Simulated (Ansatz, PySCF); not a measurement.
Si(F)2(Cl)(Me) (CH₃ClF₂Si), SMILES C[Si](F)(F)Cl. Atoms are numbered in the order given.

```xyz
8

C     -1.9785    -0.1592     0.1811
Si    -0.1739     0.1720     0.2442
F      0.4421    -0.2446     1.6707
F      0.1342     1.7402     0.0598
Cl     0.8573    -0.8383    -1.1977
H     -2.1770    -1.2318     0.3220
H     -2.3908     0.1457    -0.7920
H     -2.4972     0.4012     0.9735
```
Charge 0, spin multiplicity 1.

Geometry optimised at PBE0-D3(BJ)/def2-SVP.

Two levels are set side by side: PBE-D3(BJ)/def2-SVP (Ansatz, a first-principles code) and PBE0-D3(BJ)/def2-SVP (Ansatz). Each level has its own optimised geometry; the coordinates shown are those of the second. Frequencies come from the Hessian of PySCF at each geometry. Differences are taken from unrounded values.

```tsv
quantity	PBE0-D3(BJ)
mean bond length (Å)	1.485
bond C1–Si2 (Å)	1.836
bond Si2–F3 (Å)	1.609
bond Si2–F4 (Å)	1.609
bond Si2–Cl5 (Å)	2.040
bond C1–H6 (Å)	1.100
bond C1–H7 (Å)	1.100
bond C1–H8 (Å)	1.100
highest harmonic wavenumber (cm⁻¹)	3185
mean harmonic wavenumber (cm⁻¹)	1096
zero-point energy (kcal/mol)	28.21
```

Q: What does PBE-D3(BJ) give, and how far is it from PBE0-D3(BJ)? (The exact figures need the calculation; the answer reports its results.)

A: 
```csv
quantity,PBE-D3(BJ),PBE-D3(BJ) minus PBE0-D3(BJ)
mean bond length (Å),1.497,0.012
bond C1–Si2 (Å),1.849,0.013
bond Si2–F3 (Å),1.625,0.016
bond Si2–F4 (Å),1.625,0.016
bond Si2–Cl5 (Å),2.057,0.016
bond C1–H6 (Å),1.108,0.008
bond C1–H7 (Å),1.108,0.008
bond C1–H8 (Å),1.108,0.008
highest harmonic wavenumber (cm⁻¹),3098,-87
mean harmonic wavenumber (cm⁻¹),1062,-34
zero-point energy (kcal/mol),27.34,-0.87
```

Exact exchange shortens and stiffens bonds; PBE has none. Differences between two approximate levels are no errors against the true value.
